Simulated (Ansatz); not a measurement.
Ansatz (a quantum-chemistry and plane-wave program) input (SVWN5/def2-TZVPD):

Ansatz 0.2 input:
```yaml
crystal:
  periodic: [false, false, false]
  atoms:
    - {symbol: C, position_ang: [0.00154451, 0.01403660, 0.73374003]}
    - {symbol: Cl, position_ang: [-1.47610556, -0.90211484, -0.06598950]}
    - {symbol: Cl, position_ang: [-0.04223645, 1.72656833, -0.11929504]}
    - {symbol: Cl, position_ang: [1.51779688, -0.82940758, -0.07368253]}
basis:
  gaussian:
    orbitals: def2-TZVPD
hamiltonian:
  xc: {name: SVWN5}
total_charge: -1
output: {forces: true}
```

End of the output:

```
mean field: 0.66 GiB planned
mean field evaluation 1: about -38475.6694 eV, gradient 2.2e1 eV
mean field evaluation 2: about -38473.1791 eV, gradient 3.6e1 eV
mean field evaluation 4: about -38476.6748 eV, gradient 2.4e0 eV
mean field evaluation 8: about -38476.6888 eV, gradient 5.1e-2 eV
mean field evaluation 16: about -38476.6746 eV, gradient 4.6e-5 eV
mean field -38476.67464322 eV, -1413.9917127115 hartree, gradient 4.6e-5 eV, S^2 0.000000; 0 other end points of the search recorded, 0 dependent functions left out
the calculation of the forces begins
reference -38476.67469141 eV, -1413.9917144825 hartree; 29, 29 occupied and 146, 146 virtual orbitals, 1014 factors
Total energy: -38476.67469141 eV, -1413.9917144825 hartree
Atom 0 at     0.001545     0.014037     0.733740 Å, force    -0.001012    -0.009983    -0.519515 eV/Å
Atom 1 at    -1.476106    -0.902115    -0.065990 Å, force     0.443438     0.273716     0.167052 eV/Å
Atom 2 at    -0.042236     1.726568    -0.119295 Å, force     0.012919    -0.515545     0.183057 eV/Å
Atom 3 at     1.517797    -0.829408    -0.073683 Å, force    -0.455344     0.251812     0.169407 eV/Å
Dipole moment:    -0.000280    -0.002541    -0.132805 e Å
```
